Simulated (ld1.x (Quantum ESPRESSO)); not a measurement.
# What the settings do to the ultrasoft potential of palladium (Pd)

Base potential:

ld1.x (Quantum ESPRESSO) 7.5 input, shortened:

```
&input
   title='Pd', zed=46., rel=1, dft='BLYP', iswitch=3,
   config='[Kr] 4d9.5 5s0 5p0'
 /
 &inputp
   pseudotype=3, tm=.true., lloc=-2, rcloc=1.45,
   nlcc=.true., new_core_ps=.true.
 /
6
4S  1  0   2.00   0.00  1.25  1.50  0.0
5S  2  0   0.00   0.00  1.25  1.50  0.0
4P  2  1   6.00   0.00  1.40  1.55  0.0
5P  3  1   0.00   0.00  1.40  1.55  0.0
4D  3  2   9.50   0.00  1.15  1.55  0.0
4D  3  2   0.00   1.10  1.15  1.55  0.0
 &test
   configts(1)='4s2 4p6 4d9.5 5s0 5p0'
 /
```

All-electron outer shells of the reference configuration (BLYP, scalar-relativistic, ld1.x):

```csv
shell,level (eV),outermost node (bohr),outermost maximum (bohr)
3d,-330.91,–,0.28
4s,-90.63,0.45,0.85
4p,-56.43,0.46,0.91
4d,-8.97,0.45,1.09
5s,-7.10,1.15,2.54
5p,-3.10,1.30,3.52
```

Cutoffs, loose and tight: the cutoffs (Ry, on a coarse ladder) from which the occupation-weighted sum of valence levels, in a spherical-Bessel basis at the reference potential, stays within 10 and 1 mRy of its value at 400 Ry. They do not see the model core or the augmentation charge, which bear on the density cutoff. Test errors are all-electron minus pseudo excitation energies from the reference, over the configurations 4s2 4p6 4d10 5s0 5p0; 4s2 4p6 4d9 5s0 5p0; 4s2 4p6 4d8 5s0 5p0; 4s1 4p6 4d10 5s0 5p0; 4s2 4p6 4d8 5s1 5p0; 4s2 4p6 4d9 5s0 5p1; 4s2 4p5 4d10 5s0 5p0. A dash means not determined; rows that change the core or the reference have their own tests.

Cutoffs are not given where the Bessel-basis levels miss the radial ones by over 6 mRy, ghosts where they miss by over 20 mRy; a channel whose overlap is not positive is not tested.

A file whose overlap is not positive is unfit for use, and its test errors describe a broken file.

```tsv
change	outcome	bound ghosts	largest test error (meV)
base	generated	not determined	-2328
waves 4d (bound): rcut 0.92, rcutus 0.98 bohr; 4d channel at 1.1 Ry: rcut 0.92, rcutus 0.98 bohr	generated	not determined	-2327
waves 4d (bound): rcut 1.15, rcutus 1.26 bohr; 4d channel at 1.1 Ry: rcut 1.15, rcutus 1.26 bohr	generated, overlap not positive	not determined (overlap not positive)	-2328
waves 4d (bound): rcut 1.15, rcutus 1.40 bohr; 4d channel at 1.1 Ry: rcut 1.15, rcutus 1.40 bohr	generated	not determined	-2328
waves 4d (bound): rcut 1.15, rcutus 1.68 bohr; 4d channel at 1.1 Ry: rcut 1.15, rcutus 1.68 bohr	generated	not determined	-2328
waves 4d (bound): rcut 1.15, rcutus 1.88 bohr; 4d channel at 1.1 Ry: rcut 1.15, rcutus 1.88 bohr	generated	not determined	-2328
waves 4d (bound): rcut 1.15, rcutus 2.12 bohr; 4d channel at 1.1 Ry: rcut 1.15, rcutus 2.12 bohr	generated	not determined	-2331
waves 4d (bound): rcut 1.15, rcutus 2.30 bohr; 4d channel at 1.1 Ry: rcut 1.15, rcutus 2.30 bohr	generated	not determined	-2332
```
